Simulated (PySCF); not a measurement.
# Computed spin Hamiltonian

Species: C₅H₄F₃O₂ (doublet state).
SMILES with atom numbers: `[CH2:1][C:2](=[O:3])[O:4]/[C:5]([F:6])=[CH:7]\[CH:8]([F:9])[F:10]` (hydrogens: H11, H12 on C1; H13 on C7; H14 on C8)

Geometry (GFN2-xTB, Å), atoms numbered from 1 in this order:
```
atom  x, y, z in Å
C1     2.498    0.818    0.395
C2     1.328    0.309   -0.203
O3     0.719    0.760   -1.152
O4     0.926   -0.873    0.419
C5    -0.242   -1.442    0.107
F6    -0.112   -2.772    0.060
C7    -1.436   -0.893   -0.105
C8    -1.727    0.568    0.009
F9    -1.114    1.118    1.092
F10   -3.052    0.768    0.184
H11    2.945    0.310    1.228
H12    2.944    1.707   -0.009
H13   -2.276   -1.528   -0.332
H14   -1.401    1.148   -0.874
```

The hyperfine couplings belong to this conformer and change with its torsions.

The calculation used PySCF, UKS B3LYP, pcH-1 on C F H O, non-relativistic, mean-field spin-orbit, GIAO. Geometry: GFN2-xTB, one conformer, isolated molecule. Couplings are sensitive to structure, and on GFN2-xTB geometries they can be far from those on DFT ones. The SCF solution wasn't tested for stability.

* g1, g2, g3: 2.00213, 2.00378, 2.00550
* g_iso: 2.00380
* Form of g: rhombic: the two nearest values differ by 49 % of g3 − g1
* ⟨S²⟩: 0.7586 (exact 0.7500)
* HOMO–LUMO gap, α and β orbitals: 6.82, 3.02 eV

Isotropic coupling and dipolar principal values T1 to T3, in MHz:

```
atom  isotope  a_iso     T1     T2     T3  Mulliken spin population
  C1      13C   70.8  -70.1  -69.6  139.7                      0.91
  C2      13C  -47.5  -10.6    2.1    8.6                     -0.09
  O3      17O  -15.0  -68.9   34.4   34.5                      0.22
  O4      17O    2.9   -8.1    3.3    4.8                      0.02
  C5      13C   -3.7   -2.4    0.6    1.8                     -0.01
  F6      19F    1.0   -8.2    0.2    8.0                      0.00
  C7      13C    2.0   -2.5   -1.7    4.2                      0.03
  C8      13C    4.7   -0.6   -0.1    0.7                      0.00
  F9      19F    1.8   -1.6    0.2    1.3                      0.00
 F10      19F    5.0   -3.2   -3.1    6.3                      0.00
 H11       1H  -56.3  -33.2   -2.2   35.4                     -0.04
 H12       1H  -56.2  -32.2   -2.4   34.7                     -0.04
 H13       1H   -1.2   -1.6   -0.7    2.3                      0.00
 H14       1H    7.6   -2.7   -1.5    4.1                      0.00
```

Largest spin populations (Mulliken): C1 (+0.91), O3 (+0.22) and C2 (-0.09). The positive populations add up to 1.18 and the negative ones to -0.18, together 2S = 1. The angles at C1 add up to 360.0°, so it is planar; its axial dipolar tensor and the negative couplings of its protons fit spin in a p orbital normal to that plane.

Axes: g2 points within 5° of the C1–H12 bond.

Under fast tumbling the dipolar parts average out, and these isotropic splittings remain: 1 × 1H (H11, I = 1/2, 2 lines) with 2.01 mT, 1 × 1H (H12, I = 1/2, 2 lines) with 2.00 mT, 1 × 1H (H14, I = 1/2, 2 lines) with 0.27 mT, 2 × 19F (F9/F10, I = 1/2, 3 lines) with 0.12 mT, 1 × 1H (H13, I = 1/2, 2 lines) with 0.04 mT and 1 × 19F (F6, I = 1/2, 2 lines) with 0.04 mT.

Class means assume fast exchange of nuclei equivalent by connectivity; if that motion is slow, each nucleus keeps its own coupling. H11 and H12 aren't averaged: C1 is flat or nearly so (angle sum 360°), and its turn about the short C1–C2 bond (1.41 Å) is taken as slow.

The 17O coupling of O3 (-15.0 MHz) shows only in satellite lines or after enrichment, since that isotope makes up about 0.038 % of natural oxygen.

The 13C coupling of C1 (70.8 MHz) shows only in satellite lines or after enrichment, since that isotope makes up about 1.07 % of natural carbon.

Examples of negative spin density at the nucleus (bohr⁻³): C2 (-0.0422), H11 (-0.0126) and H12 (-0.0126).
